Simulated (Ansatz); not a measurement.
Z-matrix (Å, degrees):
```
Si
O 1 1.655
O 1 1.618 2 112.6
H 1 1.482 2 104.5 3 -120.1
H 1 1.487 2 109.2 3 120.5
H 2 0.958 1 116.7 3 -83.9
Ga 3 1.795 1 133.7 2 -27.0
N 7 1.803 3 113.5 1 9.4
H 7 1.544 3 118.4 1 -172.3
H 8 1.007 7 120.8 3 -4.1
H 8 1.004 7 125.2 3 -175.6
```

The species carries charge 0 and has multiplicity 1.

Q: List the PBE/def2-TZVPP orbital energies in eV (the Gaussian-basis code of Ansatz). (Best estimate.)

A: The calculation gave: Occupied: -10093.55, -1779.97, -1233.44, -1093.16, -1093.05, -1093.03, -510.26, -509.74, -380.08, -143.32, -137.56, -97.95, -97.68, -97.63, -94.34, -94.30, -94.27, -25.04, -23.81, -21.12, -19.88, -19.87, -19.82, -19.72, -19.28, -13.74, -12.25, -11.85, -10.74, -9.65, -9.36, -8.57, -8.25, -7.85, -7.23, -6.96, -6.09. Lowest empty: -1.15, -0.71, -0.15, 0.27, 1.22, 1.62, 1.87, 2.02.
